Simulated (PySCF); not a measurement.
A structure optimised at B3LYP-D3(BJ)/def2-SVP, used in a PySCF frequency run:

```xyz
9

Si     0.0902     0.2795    -0.1889
N      1.3221    -0.7632     0.3909
N     -0.9733    -0.6576    -1.1439
F     -0.5482     0.9158     1.1758
H      0.4543     1.4623    -1.0112
H      1.8592    -0.5257     1.2180
H      1.8379    -1.3675    -0.2392
H     -1.3265    -1.5503    -0.8135
H     -1.5951    -0.2274    -1.8202
```
Charge 0, spin multiplicity 1.

### Question
Write its SMILES and formula.

### Answer
N[SiH](N)F, FH5N2Si

### Question
What are its rotational constants (standard atomic weights)?

### Answer
6.8234, 5.9602, 3.6718 GHz
